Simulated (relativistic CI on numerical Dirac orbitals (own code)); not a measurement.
A ladder of approximations for the levels of C

Calculated with a relativistic CI code on KLI orbitals (one set per configuration, finite nucleus), adding one ingredient at a time: step 1, Dirac-Coulomb, each configuration alone; step 2, with Breit and QED terms; step 3, with configuration mixing; step 4, with scaled Slater integrals (0.85); step 5, with a P86 correlation estimate; step 6, tied to the ionisation limit. P86 is a density functional for the correlation energy, evaluated here for each configuration and added to its levels. Step 6 is semi-empirical: configurations made of the next ion and one excited electron move by -3842 cm⁻¹, so that their limit matches the tabulated ionisation energy, and those with a non-penetrating f or g electron also take the P86 value of the least penetrating other one.

Configurations in the expansion (outside the closed core 1s2): 2s2 2p2, 2s 2p3, 2s2 2p 3s, 2s2 2p 3p, 2s2 2p 3d, 2s2 2p 4s, 2p4, 2s2 2p 4p, 2s2 2p 4d, 2s2 2p 4f, 2s2 3s2, 2s2 3s 3p, 2s2 3s 3d.

Computed minus measured energy above the ground level, in cm⁻¹, for 15 of the 32 excited levels that pair in every step (one J of a term; a digit in brackets numbers repeated terms):

| Configuration | Term | J | Measured | Step 1 | Step 2 | Step 3 | Step 4 | Step 5 | Step 6 |
| --- | --- | --- | --- | --- | --- | --- | --- | --- | --- |
| 2s2 2p2 | 3P | 1 | 16 | 3 | 0 | -2 | -2 | -1 | -1 |
| 2s2 2p2 | 1D | 2 | 10193 | 2179 | 2169 | 2236 | 394 | 389 | 393 |
| 2s2 2p2 | 1S | 0 | 21648 | 9224 | 9221 | -1358 | -3356 | -3260 | -3286 |
| 2s 2p3 | 5S° | 2 | 33735 | -12550 | -12577 | -8845 | -2392 | -1649 | -1644 |
| 2s2 2p 3s | 3P° | 0 | 60333 | -2027 | -2025 | 1517 | -297 | 3721 | -94 |
| 2s2 2p 3s | 1P° | 1 | 61982 | -1924 | -1933 | 1580 | -512 | 3527 | -305 |
| 2s 2p3 | 3D° | 3 | 64087 | 507 | 475 | 3196 | 3274 | 4280 | 4074 |
| 2s2 2p 3p | 1P | 1 | 68856 | -2730 | -2740 | 919 | -762 | 3861 | 23 |
| 2s2 2p 3p | 3D | 1 | 69689 | -2986 | -2989 | 704 | -1068 | 3551 | -286 |
| 2s2 2p 3p | 3S | 1 | 70744 | -3078 | -3088 | 640 | -1271 | 3344 | -493 |
| 2s2 2p 3p | 3P | 0 | 71353 | -3010 | -3014 | 767 | -1247 | 3366 | -467 |
| 2s2 2p 3d | 1D° | 2 | 77680 | -3462 | -3471 | 46 | -1780 | 3276 | -538 |
| 2s2 2p 4s | 3P° | 0 | 78105 | -3634 | -3634 | 77 | -1815 | 3735 | -83 |
| 2s2 2p 3d | 3F° | 2 | 78199 | -3710 | -3717 | 10 | -1893 | 3185 | -652 |
| 2s2 2p 3d | 3D° | 1 | 78294 | -3907 | -3914 | 510 | -1452 | 3430 | -227 |

Mean absolute errors in cm⁻¹, over all paired levels and for the configurations:

```csv
"Configuration, levels",Step 1,Step 2,Step 3,Step 4,Step 5,Step 6
"all, 32",3123,3126,1168,1463,3163,810
"2s2 2p2, 4",2855,2848,900,939,914,921
"2s 2p3, 4",3514,3500,4608,3053,3622,3466
"2s2 2p 3s, 4",1995,2001,1533,350,3673,146
"2s2 2p 3p, 10",2930,2939,737,1219,3405,433
"2s2 2p 3d, 7",3760,3769,228,1689,3303,458
"2s2 2p 4s, 3",3618,3624,81,1812,3736,76
```

Measured levels: NIST Handbook of Basic Atomic Spectroscopic Data (Sansonetti and Martin, J. Phys. Chem. Ref. Data 34, 1559 (2005)).

The mean absolute error is lowest at step 6 (810 cm⁻¹), and the largest single drop is from step 5 to 6 (3163 to 810). Terms of the ground configuration are off by 2855 at first, 900 with mixing and 939 after scaling, which overcorrects here, since the mixing already narrows the term splittings. The Breit and QED terms change the top of the ground term (measured 43) from 58 to 43. Mixing lowers the ground level by 3732, with 2p4 as its largest admixture; relative to it the configurations that move most are 2s2 2p 3d by +3997, 2s2 2p 4s by +3706, 2s2 2p 3p by +3676. Configurations whose own partners of that kind are not in the list rise by much of that lowering, so a short list can trade one imbalance for another. The P86 estimate moves 2s2 2p 4s by +5548, 2s2 2p 3d by +4992, 2s2 2p 3p by +4624, and takes the mean absolute error of the excited configurations from 1538 to 3484; it overshoots. Step 6 takes that error from 3484 to 794; the error more than halves for 2s2 2p 3s, 2s2 2p 3p, 2s2 2p 3d, 2s2 2p 4s.
